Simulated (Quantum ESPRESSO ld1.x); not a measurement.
Q: The lead ion Pb13+, configuration [Xe] 4f14 5d1. All-electron calculation, Dirac Kohn-Sham, PBE, spin-unpolarised, spherical densities, point nucleus; open shells fill j = l - 1/2 first. Program: ld1.x of Quantum ESPRESSO 7.5. Some entries of the table are withheld. Estimate them.

orbital  occ.  eigenvalue (Ry)  <r^2> (bohr^2)  <1/r> (bohr^-1)
1s1/2       2       -6484.8499       0.0003571            101.5
2s1/2       2       -1173.9157        0.005361            25.08
2p1/2       2       -1127.9223        0.003774            25.01
2p3/2       4        -966.9535        0.004956            19.97
3s1/2       2        -295.4362         0.03473              (1)
3p1/2       2        -274.7285         0.03156            9.103
3p3/2       4        -238.7873         0.03789            7.783
3d3/2       4        -204.8509         0.02889            7.684
3d5/2       6        -197.1998         0.03061            7.390
4s1/2       2         -80.6242          0.1662            3.910
4p1/2       2         -71.6586          0.1685            3.799
4p3/2       4         -62.8305          0.1993            3.344
4d3/2       4         -48.2440             (2)            3.150
4d5/2       6         -46.5903             (3)            3.048
4f5/2       6         -27.6712          0.2340            2.724
5s1/2       2         -27.4419          0.7462            1.700
4f7/2       8         -27.2925          0.2399            2.685
5p1/2       2         -24.1955          0.8220            1.602
5p3/2       4         -22.2364          0.9510            1.455
5d3/2       1              (4)           1.190            1.279
5d5/2       0              (5)           1.236            1.251
6s1/2       0         -13.4676           2.588           0.8914
6p1/2       0         -12.1900           2.899           0.8413
6p3/2       0         -11.5214           3.227           0.7881

A: 
(1) 3s1/2 <1/r> (bohr^-1): 9.197
(2) 4d3/2 <r^2> (bohr^2): 0.2064
(3) 4d5/2 <r^2> (bohr^2): 0.2169
(4) 5d3/2 eigenvalue (Ry): -17.3072
(5) 5d5/2 eigenvalue (Ry): -16.9872
